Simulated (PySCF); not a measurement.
Species: C5H6F2.
Numbering: `[F:1][CH:2]=[C:3]1[CH2:4][CH:5]([F:6])[CH2:7]1` (hydrogens: H8 on C2; H9, H10 on C4; H11 on C5; H12, H13 on C7)

Computed by this run: PySCF 2.14.0, PBE0-D3(BJ)/def2-SVP geometry optimisation, gas phase; density fitting, grid level 1; the optimiser is geomeTRIC in internal coordinates, started from a GFN2-xTB structure with every atom displaced at random (about 0.01 Å).

Geometry at step 0:
```
atom  x, y, z in Å
F1      2.6364    0.5890    1.1728
C2      1.9635   -0.1425    0.2546
C3      0.6531   -0.0272    0.0483
C4     -0.3833    0.8148    0.6669
C5     -1.4402   -0.0514   -0.1054
F6     -2.2912    0.6713   -0.9045
C7     -0.2812   -0.7497   -0.8423
H8      2.6477   -0.8110   -0.2640
H9     -0.4093    1.8522    0.3475
H10    -0.4890    0.7947    1.7660
H11    -2.0715   -0.6974    0.5309
H12    -0.2236   -0.4355   -1.8778
H13    -0.3056   -1.8242   -0.8036
```

**Question.** Give the atomic forces at this geometry.

**Answer.** 
```
atom  Fx (eV/Å)  Fy (eV/Å)  Fz (eV/Å)
  F1     -0.601     -0.195     -0.425
  C2      0.305      0.389      0.516
  C3      1.922     -0.153      0.367
  C4     -1.550     -0.367      0.615
  C5      0.062      0.755      0.126
  F6      0.191     -0.137      0.054
  C7     -0.791      0.190     -0.049
  H8     -0.074     -0.246     -0.194
  H9      0.043      0.514     -0.280
 H10      0.179      0.008     -0.077
 H11      0.238     -0.034     -0.020
 H12     -0.068      0.204     -0.633
 H13      0.144     -0.928      0.000
```

The largest, 1.96 eV/Å, acts on C3; the rms over all components is 0.532 eV/Å. The forces sum to zero within rounding, as they must for an isolated molecule in no field.

**Question.** Give the force on C3 in Eh/bohr and in nN.

**Answer.** 1.962 eV/Å ÷ 51.422 = 0.03816 Eh/bohr, and 1.962 eV/Å × 1.602 = 3.14 nN.

**Question.** How far is this geometry from the end of the optimisation?

**Answer.** 0.139 eV above it, and 0.250 Å rms away after alignment. The bonds farthest from their final lengths, with half the difference of the two atoms' forces along the bond (positive lengthens):

```
  bond  now (Å)  final (Å)  force along bond (eV/Å)
 C3–C4    1.472      1.507                    +1.21
 C4–C5    1.570      1.538                    -0.73
 C3–C7    1.479      1.508                    +0.90
C7–H13    1.075      1.100                    +0.55
C7–H12    1.084      1.103                    +0.30
 F1–C2    1.353      1.334                    -0.70
```

The angle farthest from its final value is C5–C4–H10, 114.5° against 118.9°.

Of the 6 listed bonds off by 0.010 Å or more, this force points towards the final length in 6.

The cost below is that of the whole optimisation. Hardware: an AMD EPYC 7R43 with one thread (shared host). Cost: 92 s of wall time, 0.51 GiB resident at most.
